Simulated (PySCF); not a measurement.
## Working out the ionisation energy of Sm

Sm [Xe] 4f6 6s2 (7F) → Sm⁺ [Xe] 4f6 6s1 (8F). All numbers are calculated (PySCF 2.14, scalar relativity by spin-free X2C-1e, in ANO-RCC-VTZP (8s7p5d3f2g1h, 104 functions)). Frozen: [Ar] 3d10. Energies in hartree (1 hartree = 27.21139 eV):

```json
{"part": "UHF", "Sm (lower)": "-10422.324182", "Sm⁺ (upper)": "-10422.155511"}
{"part": "MP2 opposite-spin", "Sm (lower)": "-0.638156", "Sm⁺ (upper)": "-0.610419"}
{"part": "MP2 same-spin", "Sm (lower)": "-0.435002", "Sm⁺ (upper)": "-0.429092"}
```

Problem. What does Hartree-Fock give?

Solution. (-10422.155511) − (-10422.324182) = 0.168671 hartree = 4.590 eV.

Problem. What do MP2 and SCS-MP2 (6/5 opposite-spin, 1/3 same-spin) give?

Solution. The opposite-spin parts differ by 0.755 eV and the same-spin parts by 0.161 eV. MP2: 4.590 + (0.755) + (0.161) = 5.506 eV. SCS-MP2: 4.590 + 1.2 × (0.755) + (0.161)/3 = 5.550 eV.

Measured between the centres of the two terms (NIST): 5.626 eV, so MP2 (valence and next inner shell) is off by -0.120 eV.

What remains against the reference includes basis incompleteness, the frozen core and correlation beyond second order.
